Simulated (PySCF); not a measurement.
AgI, charge -1, doublet, geometry from GFN2-xTB (such geometries of metal compounds can be far from the true shape) (the multiplicity is a formal guess) (core potentials on Ag, I) (in this run its highest filled SCF level lies above zero, so its values depend strongly on the basis, on diffuse functions most of all), atoms displaced at random by about 0.03 Å a coordinate; TPSS/def2-SVP, gradient (PySCF).

The PySCF input:
```python
from pyscf import gto, scf, dft

mol = gto.Mole()
mol.atom = '''
    Ag   -0.02834243   -0.00735725   -1.63123837
    I    -0.03658979    0.02145144    1.43791522
'''
mol.basis = 'def2-svp'
mol.ecp = {'Ag': 'def2-svp', 'I': 'def2-svp'}
mol.charge = -1
mol.spin = 1
mol.verbose = 4
mol.build()

mf = dft.UKS(mol)
mf.xc = 'tpss'
mf.conv_tol = 1e-11
mf.kernel()
g = mf.nuc_grad_method()
grad = g.kernel()
```

Q: Predict the main parts of the log of this PySCF run.

A: 
```
PySCF version 2.14.0

[INPUT] verbose = 4
[INPUT] num. atoms = 2
[INPUT] num. electrons = 45
[INPUT] charge = -1
[INPUT] spin (= nelec alpha-beta = 2S) = 1
[INPUT] symmetry False subgroup None
[INPUT] Mole.unit = angstrom
[INPUT] Symbol           X                Y                Z      unit          X                Y                Z       unit  Magmom
[INPUT]  1 Ag    -0.028342430000  -0.007357250000  -1.631238370000 AA   -0.053559430405  -0.013903187530  -3.082593763182 Bohr   0.0
[INPUT]  2 I     -0.036589790000   0.021451440000   1.437915220000 AA   -0.069144682055   0.040537346578   2.717265956144 Bohr   0.0

nuclear repulsion = 81.8946292244187
number of shells = 21
number of NR pGTOs = 118
number of NR cGTOs = 57
basis = def2-svp
ecp = {'Ag': 'def2-svp', 'I': 'def2-svp'}

******** <class 'pyscf.dft.uks.UKS'> ********
method = UKS
initial guess = minao
damping factor = 0
level_shift factor = 0
DIIS = <class 'pyscf.scf.diis.CDIIS'>
diis_start_cycle = 1
diis_space = 8
diis_damp = 0
SCF conv_tol = 1e-11
SCF conv_tol_grad = None
SCF max_cycles = 50
direct_scf = True
direct_scf_tol = 1e-13
number electrons alpha = 23  beta = 22
XC library pyscf.dft.libxc version 7.1.2
    S. Lehtola, C. Steigemann, M. J. T. Oliveira, and M. A. L. Marques,  SoftwareX 7, 1–5 (2018)
XC functionals = tpss
    J. Tao, J. P. Perdew, V. N. Staroverov, and G. E. Scuseria,  Phys. Rev. Lett. 91, 146401 (2003)
    J. P. Perdew, J. Tao, V. N. Staroverov, and G. E. Scuseria,  J. Chem. Phys. 120, 6898 (2004)
    J. Tao, J. P. Perdew, V. N. Staroverov, and G. E. Scuseria,  Phys. Rev. Lett. 91, 146401 (2003)
    J. P. Perdew, J. Tao, V. N. Staroverov, and G. E. Scuseria,  J. Chem. Phys. 120, 6898 (2004)
radial grids:
    Treutler-Ahlrichs [JCP 102, 346 (1995); DOI:10.1063/1.469408] (M4) radial grids

becke partition: Becke, JCP 88, 2547 (1988); DOI:10.1063/1.454033
pruning grids: <function nwchem_prune>
grids dens level: 3
symmetrized grids: False
atomic radii adjust function: <function treutler_atomic_radii_adjust>
small_rho_cutoff = 0
Set gradient conv threshold to 3.16228e-06
tot grids = 44400
init E= -400.890570697123

cycle= 1 E= -442.183547529489  delta_E= -41.3  |g|= 2.49  |ddm|= 6.64

cycle= 2 E= -432.844472239665  delta_E= 9.34  |g|=  4.5  |ddm|= 11.8
cycle= 3 E= -444.034190116344  delta_E= -11.2  |g|= 0.972  |ddm|= 10.3
cycle= 4 E= -444.404083038114  delta_E= -0.37  |g|= 0.552  |ddm|= 2.61
cycle= 5 E= -444.557246500594  delta_E= -0.153  |g|= 0.159  |ddm|= 1.09
cycle= 6 E= -444.576637525496  delta_E= -0.0194  |g|= 0.063  |ddm|= 0.399
cycle= 7 E= -444.579792420368  delta_E= -0.00315  |g|= 0.0115  |ddm|= 0.148
cycle= 8 E= -444.579887680472  delta_E= -9.53e-05  |g|= 0.00435  |ddm|= 0.0217
cycle= 9 E= -444.579896236003  delta_E= -8.56e-06  |g|= 0.00055  |ddm|= 0.00412
cycle= 10 E= -444.579896498065  delta_E= -2.62e-07  |g|= 0.000197  |ddm|= 0.00172
cycle= 11 E= -444.579896542904  delta_E= -4.48e-08  |g|= 2.58e-05  |ddm|= 0.000578
cycle= 12 E= -444.579896543521  delta_E= -6.17e-10  |g|= 4.66e-06  |ddm|= 5.65e-05
cycle= 13 E= -444.579896543545  delta_E= -2.43e-11  |g|= 5.04e-07  |ddm|= 1.2e-05
cycle= 14 E= -444.579896543545  delta_E= 5.68e-13  |g|= 4.21e-08  |ddm|= 1.01e-06
Extra cycle  E= -444.579896543544  delta_E= 9.09e-13  |g|= 4.87e-08  |ddm|= 1.92e-07
converged SCF energy = -444.579896543544  <S^2> = 0.75244674  2S+1 = 2.0024452

******** <class 'pyscf.grad.uks.Gradients'> for <class 'pyscf.dft.uks.UKS'> ********
unit = Eh/Bohr
grid_response = False
--------------- UKS gradients ---------------
         x                y                z
0 Ag     0.0000251091    -0.0000878692    -0.0094914114
1 I    -0.0000311194     0.0001081415     0.0095361151
----------------------------------------------
```
